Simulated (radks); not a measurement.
The numbers below are computed, except where a source is named.
Question: The titanium ion Ti2+, 20 electrons, occupied as [Ar] 3d1 4s0.5 4p0.5 (fractional occupations, a model configuration). Level of theory: scalar-relativistic Kohn-Sham, PBE, spin-unpolarised, spherical densities, finite nucleus; Fermi nuclear charge, rms radius 3.5921 fm (a radial shooting solver on a logarithmic mesh with Libxc functionals). Some entries of the table are withheld. Estimate them.

orbital,occ.,eigenvalue (Ry),r(max) (bohr),<r> (bohr)
1s,2,-359.5707,0.04555,0.06959
2s,2,-41.22945,0.2689,0.3249
2p,6,-34.41344,0.2196,0.2899
3s,2,-6.27302,0.8654,0.9946
3p,6,-4.50387,0.8945,1.061
3d,1,-1.86038,0.9318,1.305
4s,0.5,-1.41702,2.499,2.801
4p,0.5,-1.06070,(1),(2)

Answer: 
(1) 4p r(max) (bohr): 2.898
(2) 4p <r> (bohr): 3.258
